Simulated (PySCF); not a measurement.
Species: `O=[PH](CC1CCCC1)CC1CCCC1` (bis(cyclopentylmethyl)phosphine oxide). The columns A, B, C and D hold Mulliken, IAO, Hirshfeld and ESP-fitted charges (e) of one PBE0/pcSseg-1 density (PySCF), in a shuffled order. Coordinates in Å (PBE0-D3(BJ)/def2-SVP); the density's dipole moment is (-2.12, 3.51, 1.14) D.

```json
{"atom": "O1", "x": "0.383", "y": "-2.710", "z": "-1.123", "A": "-0.410", "B": "-0.631", "C": "-0.683", "D": "-0.924"}
{"atom": "P2", "x": "-0.321", "y": "-1.553", "z": "-0.481", "A": "+0.407", "B": "+0.876", "C": "+1.028", "D": "+1.390"}
{"atom": "C3", "x": "-2.052", "y": "-1.357", "z": "-1.009", "A": "-0.110", "B": "-0.388", "C": "-0.739", "D": "-0.510"}
{"atom": "C4", "x": "-2.826", "y": "-0.177", "z": "-0.440", "A": "-0.022", "B": "-0.406", "C": "+0.488", "D": "-0.101"}
{"atom": "C5", "x": "-4.267", "y": "-0.073", "z": "-0.946", "A": "-0.069", "B": "-0.144", "C": "-0.305", "D": "-0.251"}
{"atom": "C6", "x": "-4.890", "y": "0.938", "z": "0.008", "A": "-0.068", "B": "-0.219", "C": "+0.065", "D": "-0.256"}
{"atom": "C7", "x": "-4.320", "y": "0.552", "z": "1.382", "A": "-0.066", "B": "-0.213", "C": "-0.329", "D": "-0.262"}
{"atom": "C8", "x": "-2.988", "y": "-0.177", "z": "1.093", "A": "-0.071", "B": "-0.187", "C": "-0.009", "D": "-0.266"}
{"atom": "C9", "x": "0.495", "y": "0.057", "z": "-0.756", "A": "-0.111", "B": "-0.435", "C": "-0.821", "D": "-0.509"}
{"atom": "C10", "x": "2.010", "y": "-0.070", "z": "-0.680", "A": "-0.023", "B": "-0.354", "C": "+0.579", "D": "-0.099"}
{"atom": "C11", "x": "2.551", "y": "-0.543", "z": "0.676", "A": "-0.071", "B": "-0.201", "C": "-0.037", "D": "-0.266"}
{"atom": "C12", "x": "4.018", "y": "-0.065", "z": "0.726", "A": "-0.065", "B": "-0.205", "C": "-0.276", "D": "-0.263"}
{"atom": "C13", "x": "4.200", "y": "0.863", "z": "-0.493", "A": "-0.067", "B": "-0.225", "C": "+0.001", "D": "-0.258"}
{"atom": "C14", "x": "2.782", "y": "1.226", "z": "-0.923", "A": "-0.071", "B": "-0.144", "C": "-0.270", "D": "-0.252"}
{"atom": "H15", "x": "-0.422", "y": "-1.623", "z": "0.944", "A": "-0.011", "B": "+0.018", "C": "-0.126", "D": "-0.112"}
{"atom": "H16", "x": "-2.547", "y": "-2.311", "z": "-0.755", "A": "+0.049", "B": "+0.158", "C": "+0.175", "D": "+0.153"}
{"atom": "H17", "x": "-2.010", "y": "-1.317", "z": "-2.111", "A": "+0.051", "B": "+0.161", "C": "+0.196", "D": "+0.155"}
{"atom": "H18", "x": "-2.314", "y": "0.758", "z": "-0.734", "A": "+0.032", "B": "+0.135", "C": "-0.036", "D": "+0.119"}
{"atom": "H19", "x": "-4.762", "y": "-1.055", "z": "-0.842", "A": "+0.036", "B": "+0.114", "C": "+0.088", "D": "+0.123"}
{"atom": "H20", "x": "-4.330", "y": "0.215", "z": "-2.007", "A": "+0.040", "B": "+0.127", "C": "+0.062", "D": "+0.133"}
{"atom": "H21", "x": "-5.990", "y": "0.946", "z": "-0.016", "A": "+0.040", "B": "+0.124", "C": "+0.029", "D": "+0.137"}
{"atom": "H22", "x": "-4.557", "y": "1.952", "z": "-0.271", "A": "+0.035", "B": "+0.115", "C": "+0.009", "D": "+0.127"}
{"atom": "H23", "x": "-4.188", "y": "1.428", "z": "2.035", "A": "+0.038", "B": "+0.122", "C": "+0.090", "D": "+0.135"}
{"atom": "H24", "x": "-5.013", "y": "-0.123", "z": "1.906", "A": "+0.037", "B": "+0.124", "C": "+0.099", "D": "+0.134"}
{"atom": "H25", "x": "-2.130", "y": "0.294", "z": "1.597", "A": "+0.033", "B": "+0.128", "C": "+0.011", "D": "+0.130"}
{"atom": "H26", "x": "-3.029", "y": "-1.216", "z": "1.460", "A": "+0.033", "B": "+0.121", "C": "+0.024", "D": "+0.127"}
{"atom": "H27", "x": "0.186", "y": "0.410", "z": "-1.755", "A": "+0.046", "B": "+0.159", "C": "+0.194", "D": "+0.147"}
{"atom": "H28", "x": "0.116", "y": "0.787", "z": "-0.018", "A": "+0.041", "B": "+0.150", "C": "+0.158", "D": "+0.138"}
{"atom": "H29", "x": "2.315", "y": "-0.808", "z": "-1.443", "A": "+0.036", "B": "+0.148", "C": "-0.037", "D": "+0.141"}
{"atom": "H30", "x": "1.968", "y": "-0.072", "z": "1.486", "A": "+0.028", "B": "+0.107", "C": "+0.016", "D": "+0.117"}
{"atom": "H31", "x": "2.445", "y": "-1.632", "z": "0.794", "A": "+0.038", "B": "+0.151", "C": "+0.011", "D": "+0.143"}
{"atom": "H32", "x": "4.724", "y": "-0.908", "z": "0.694", "A": "+0.038", "B": "+0.124", "C": "+0.083", "D": "+0.136"}
{"atom": "H33", "x": "4.220", "y": "0.470", "z": "1.666", "A": "+0.035", "B": "+0.119", "C": "+0.083", "D": "+0.132"}
{"atom": "H34", "x": "4.824", "y": "1.742", "z": "-0.274", "A": "+0.037", "B": "+0.119", "C": "+0.036", "D": "+0.134"}
{"atom": "H35", "x": "4.696", "y": "0.317", "z": "-1.312", "A": "+0.036", "B": "+0.120", "C": "+0.022", "D": "+0.130"}
{"atom": "H36", "x": "2.373", "y": "2.023", "z": "-0.275", "A": "+0.031", "B": "+0.105", "C": "+0.072", "D": "+0.117"}
{"atom": "H37", "x": "2.715", "y": "1.583", "z": "-1.963", "A": "+0.038", "B": "+0.124", "C": "+0.048", "D": "+0.131"}
```

Question: Which column most likely holds the ESP-fitted charges?

Answer: C. Σ q r misses the density's dipole by 0.05 D (C), 1.01 D (A), 1.37 D (D), 1.70 D (B). Charges fitted to the outside potential are the only set here that is tied to the molecule's multipoles.

Question: And the Hirshfeld charges?

Answer: A. The mean sizes are 0.067 e (A), 0.198 e (C), 0.203 e (B), 0.234 e (D), and Hirshfeld charges are commonly the smallest of these schemes.

As computed, A = Hirshfeld, B = Mulliken, C = ESP-fitted, D = IAO. Hydrogens on carbon: Hirshfeld +0.03 to +0.05, Mulliken +0.11 to +0.16, ESP-fitted -0.04 to +0.20, IAO +0.12 to +0.16 e.

The IAO scheme counts the electrons in orthogonalised intrinsic atomic orbitals, a minimal basis polarised so that it spans the occupied orbitals exactly. The Hirshfeld scheme divides the density at each point in proportion to the densities of the neutral, spherically averaged free atoms.

Isolated species at its PBE0-D3(BJ)/def2-SVP geometry (one conformer only).

These values come from a run that also computed NMR shieldings. Time: 2.5 min; peak memory 2.4 GiB. Hardware: one thread of an Arm Neoverse V2, shared host with 96 logical CPUs at a one-minute load of 91.
